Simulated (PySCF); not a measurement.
A structure optimised at PBE-D3(BJ)/def2-SVP, used in a PySCF frequency run:

```xyz
10

N     -1.2561     1.6902     0.8060
Si    -0.1216     0.4080     0.7501
N      1.4309     1.0857     1.0588
O     -0.7691    -0.7457     1.7790
Br     0.1893    -0.6780    -1.2320
H     -1.0575     2.5580     0.3057
H     -2.2553     1.4794     0.8349
H      2.2678     0.6047     0.7254
H      1.5921     1.5663     1.9475
H     -0.5390    -1.6548     1.5183
```
Charge 0, spin multiplicity 1.

Q: Write its SMILES and formula.

A: N[Si](N)(O)Br, BrH5N2OSi

Q: What are its rotational constants (standard atomic weights)?

A: 3.6749, 1.4884, 1.4217 GHz
